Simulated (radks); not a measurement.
The numbers below are computed, except where a source is named.
Ta I, configuration [Xe] 4f14 5d3 6s2.

Level of theory: scalar-relativistic Kohn-Sham, PBEsol, spin-polarised, spherical densities, point nucleus; open shells are filled with parallel spins first (spin-orbit coupling, left out, can overturn this in heavy ions); hard spherical wall at 15 bohr (a radial shooting solver on a logarithmic mesh with Libxc functionals).

Energy parts (eV):
total: -424496.43
kinetic: 466448.45
electron-nucleus: -1048611.62
Hartree: 166115.71
exchange-correlation: -8448.97

Orbitals (lengths in bohr, moments of r in powers of bohr; r(90%) holds 90 % of the orbital's charge):
[
 {"orbital": "1s down", "occ.": "1", "eigenvalue (eV)": "-67346.64", "r(90%)": "0.0340", "<r^2>": "0.0004787"},
 {"orbital": "1s up", "occ.": "1", "eigenvalue (eV)": "-67346.64", "r(90%)": "0.0340", "<r^2>": "0.0004787"},
 {"orbital": "2s up", "occ.": "1", "eigenvalue (eV)": "-11570.94", "r(90%)": "0.122", "<r^2>": "0.007376"},
 {"orbital": "2s down", "occ.": "1", "eigenvalue (eV)": "-11570.84", "r(90%)": "0.122", "<r^2>": "0.007376"},
 {"orbital": "2p up", "occ.": "3", "eigenvalue (eV)": "-10140.55", "r(90%)": "0.115", "<r^2>": "0.006085"},
 {"orbital": "2p down", "occ.": "3", "eigenvalue (eV)": "-10140.47", "r(90%)": "0.115", "<r^2>": "0.006085"},
 {"orbital": "3s up", "occ.": "1", "eigenvalue (eV)": "-2650.267", "r(90%)": "0.300", "<r^2>": "0.04798"},
 {"orbital": "3s down", "occ.": "1", "eigenvalue (eV)": "-2650.243", "r(90%)": "0.300", "<r^2>": "0.04798"},
 {"orbital": "3p up", "occ.": "3", "eigenvalue (eV)": "-2224.920", "r(90%)": "0.306", "<r^2>": "0.04868"},
 {"orbital": "3p down", "occ.": "3", "eigenvalue (eV)": "-2224.893", "r(90%)": "0.306", "<r^2>": "0.04868"},
 {"orbital": "3d up", "occ.": "5", "eigenvalue (eV)": "-1728.613", "r(90%)": "0.288", "<r^2>": "0.04040"},
 {"orbital": "3d down", "occ.": "5", "eigenvalue (eV)": "-1728.553", "r(90%)": "0.288", "<r^2>": "0.04040"},
 {"orbital": "4s up", "occ.": "1", "eigenvalue (eV)": "-539.8474", "r(90%)": "0.659", "<r^2>": "0.2377"},
 {"orbital": "4s down", "occ.": "1", "eigenvalue (eV)": "-539.7722", "r(90%)": "0.659", "<r^2>": "0.2377"},
 {"orbital": "4p up", "occ.": "3", "eigenvalue (eV)": "-400.3168", "r(90%)": "0.709", "<r^2>": "0.2708"},
 {"orbital": "4p down", "occ.": "3", "eigenvalue (eV)": "-400.2458", "r(90%)": "0.709", "<r^2>": "0.2708"},
 {"orbital": "4d up", "occ.": "5", "eigenvalue (eV)": "-221.8118", "r(90%)": "0.785", "<r^2>": "0.3176"},
 {"orbital": "4d down", "occ.": "5", "eigenvalue (eV)": "-221.7227", "r(90%)": "0.785", "<r^2>": "0.3174"},
 {"orbital": "5s up", "occ.": "1", "eigenvalue (eV)": "-73.2646", "r(90%)": "1.59", "<r^2>": "1.368"},
 {"orbital": "5s down", "occ.": "1", "eigenvalue (eV)": "-72.2651", "r(90%)": "1.58", "<r^2>": "1.353"},
 {"orbital": "5p up", "occ.": "3", "eigenvalue (eV)": "-39.8388", "r(90%)": "1.91", "<r^2>": "1.918"},
 {"orbital": "5p down", "occ.": "3", "eigenvalue (eV)": "-38.4537", "r(90%)": "1.89", "<r^2>": "1.889"},
 {"orbital": "4f up", "occ.": "7", "eigenvalue (eV)": "-24.5902", "r(90%)": "1.08", "<r^2>": "0.5261"},
 {"orbital": "4f down", "occ.": "7", "eigenvalue (eV)": "-24.3459", "r(90%)": "1.07", "<r^2>": "0.5165"},
 {"orbital": "6s up", "occ.": "1", "eigenvalue (eV)": "-5.9168", "r(90%)": "4.76", "<r^2>": "11.81"},
 {"orbital": "6s down", "occ.": "1", "eigenvalue (eV)": "-4.7084", "r(90%)": "5.10", "<r^2>": "13.36"},
 {"orbital": "5d up", "occ.": "3", "eigenvalue (eV)": "-4.2415", "r(90%)": "3.58", "<r^2>": "5.987"},
 {"orbital": "5d down", "occ.": "0", "eigenvalue (eV)": "-2.5383", "r(90%)": "3.95", "<r^2>": "7.058"},
 {"orbital": "6p up", "occ.": "0", "eigenvalue (eV)": "-1.5621", "r(90%)": "7.18", "<r^2>": "25.40"},
 {"orbital": "6p down", "occ.": "0", "eigenvalue (eV)": "-1.0180", "r(90%)": "8.03", "<r^2>": "31.11"},
 {"orbital": "7s up", "occ.": "0", "eigenvalue (eV)": "0.2448", "r(90%)": "11.4", "<r^2>": "75.12"},
 {"orbital": "7s down", "occ.": "0", "eigenvalue (eV)": "0.3754", "r(90%)": "11.6", "<r^2>": "79.23"},
 {"orbital": "5f up", "occ.": "0", "eigenvalue (eV)": "2.3346", "r(90%)": "12.3", "<r^2>": "95.69"},
 {"orbital": "5f down", "occ.": "0", "eigenvalue (eV)": "2.3390", "r(90%)": "12.3", "<r^2>": "97.36"}
]

The highest occupied level is 5d up at -4.242 eV. The pressure on the wall is 0.0000196 GPa. The density falls to 0.001 e/bohr^3 at r = 4.87 bohr. Summed over all electrons, <r^2> = 70.69 bohr^2, which gives a Langevin (diamagnetic) susceptibility term of -56 x 10^-6 cm^3/mol.
